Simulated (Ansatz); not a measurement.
One change: `S[SiH2]S` becomes `[SiH3]S[SiH2]S`.

Ansatz, PBE0-D4/def2-TZVP geometries, multiplicity 1. Each molecule was computed in one conformer, which needn't be the lowest.

| property | `S[SiH2]S` |
| --- | --- |
| LUMO energy (B3LYP/def2-TZVPP) / eV | -0.26 |
| HOMO–LUMO gap (PBE/def2-TZVPP) / eV | 5.39 |
| HOMO energy (PBE/def2-TZVPP) / eV | -6.31 |
| HOMO energy (B3LYP/def2-TZVPP) / eV | -7.28 |
| HOMO energy (PBE0/def2-TZVPP) / eV | -7.53 |
| HOMO energy (ωB97M-V/def2-TZVPP) / eV | -9.70 |

(1) What does the change do to each property? (An estimate is asked.)

Answers

(1) Ansatz gave: 
| property | `[SiH3]S[SiH2]S` | shift |
| --- | --- | --- |
| LUMO energy (B3LYP/def2-TZVPP) / eV | -0.34 | -0.08 |
| HOMO–LUMO gap (PBE/def2-TZVPP) / eV | 5.36 | -0.03 |
| HOMO energy (PBE/def2-TZVPP) / eV | -6.34 | -0.03 |
| HOMO energy (B3LYP/def2-TZVPP) / eV | -7.26 | 0.02 |
| HOMO energy (PBE0/def2-TZVPP) / eV | -7.52 | 0.01 |
| HOMO energy (ωB97M-V/def2-TZVPP) / eV | -9.65 | 0.05 |

B3LYP here is the variant with VWN-RPA as its local correlation; programs differ in this.
